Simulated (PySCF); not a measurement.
# Electron correlation in Zn+ (zinc, charge +1)

[Ar] 3d10 4s1, 2S determinant. Calculation: PySCF 2.14, in Sapporo-DKH3-DZP-2012 (6s4p3d1f, 40 functions); scalar relativity by spin-free X2C-1e. Frozen: [Ar]; 11 electrons correlated.

MP2 pair energies summed by pair of shells (mhartree):

| pair | energy | share (%) |
| --- | --- | --- |
| 3d-3d | -386.95 | 94.4 |
| 3d-4s | -23.15 | 5.6 |

Total MP2 correlation energy: -410.10 mhartree.

Same-spin part -155.18 and opposite-spin part -254.92 mhartree; SCS-MP2 scales them by 1/3 and 6/5 to -357.63 mhartree.

```
  level  correlation energy (mhartree)
   CCSD                        -368.86
    (T)                          -6.97
CCSD(T)                        -375.83
```

Diagnostics: T1 = 0.0085, D1 = 0.0271, largest double amplitude 0.028.

Cost of the coupled-cluster step: 0.88 s of wall time on 1 thread of Neoverse-V1 (shared host), for 11 correlated electrons.

Iterations:

```
CC2 = 0
CCSD nocc = (np.int64(6), np.int64(5)), nmo = (31, 31)
frozen orbitals [[0, 1, 2, 3, 4, 5, 6, 7, 8], [0, 1, 2, 3, 4, 5, 6, 7, 8]]
max_cycle = 100
direct = 0
conv_tol = 1e-08
conv_tol_normt = 1e-06
diis_space = 8
diis_start_cycle = 0
Init t2, MP2 energy = -0.410101881747615
Init E_corr(UCCSD) = -0.410101881845
cycle = 1  E_corr(UCCSD) = -0.356039329945349  dE = 0.0540625519  norm(t1,t2) = 0.0625767
cycle = 2  E_corr(UCCSD) = -0.371387175288576  dE = -0.0153478453  norm(t1,t2) = 0.0203076
cycle = 3  E_corr(UCCSD) = -0.368560740633846  dE = 0.00282643465  norm(t1,t2) = 0.00732655
cycle = 4  E_corr(UCCSD) = -0.368752776136475  dE = -0.000192035503  norm(t1,t2) = 0.00185687
cycle = 5  E_corr(UCCSD) = -0.368865122909367  dE = -0.000112346773  norm(t1,t2) = 0.000185833
cycle = 6  E_corr(UCCSD) = -0.368854614147713  dE = 1.05087617e-05  norm(t1,t2) = 4.83491e-05
cycle = 7  E_corr(UCCSD) = -0.368855363176552  dE = -7.4902884e-07  norm(t1,t2) = 7.99383e-06
cycle = 8  E_corr(UCCSD) = -0.36885557242111  dE = -2.09244558e-07  norm(t1,t2) = 6.56852e-07
cycle = 9  E_corr(UCCSD) = -0.368855559009043  dE = 1.34120672e-08  norm(t1,t2) = 9.20958e-08
cycle = 10  E_corr(UCCSD) = -0.368855553869395  dE = 5.13964821e-09  norm(t1,t2) = 1.50555e-08
UCCSD converged
E(UCCSD) = -1794.306612302473  E_corr = -0.3688555538693947
UCCSD(T) correction = -0.00697330121211676
```
